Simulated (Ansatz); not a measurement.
Consider the ligand exchange at a B–S bond: `CB(N)S` + CH₃OH → `COB(C)N` + H₂S.

Program: Ansatz. Geometries: PBE0-D4/def2-TZVP. ΔE: electronic, gas phase. CBS: MP2 limit from def2 TZ/QZ plus the TZ coupled-cluster correction, frozen cores. This one scheme is used for every species. DFT in def2-TZVPP. One conformer a species, not always the lowest.

**Question.** Is it downhill or uphill in electronic energy at CCSD(T)/CBS, and by how much? (Best estimate.)

**Answer.** Computed: Downhill: ΔE = -12.4 kcal/mol.

**Question.** What do these levels give: PBE0-D4, ωB97X-V, B2PLYP, MP2/def2-TZVPP, CCSD(T)/def2-TZVPP, MP2/def2-QZVPP? (An estimate is asked.)

**Answer.** The calculation gave: PBE0-D4 -11.1, ωB97X-V -12.8, B2PLYP -13.0, MP2/def2-TZVPP -12.0, CCSD(T)/def2-TZVPP -13.0, MP2/def2-QZVPP -11.7 kcal/mol.

Largest T1 diagnostic among the species: 0.011.

In def2-TZVPP, CCSD(T) changes the Hartree–Fock value by +1.9 kcal/mol (the triples alone add +0.5 kcal/mol) and MP2 by +2.9 kcal/mol.
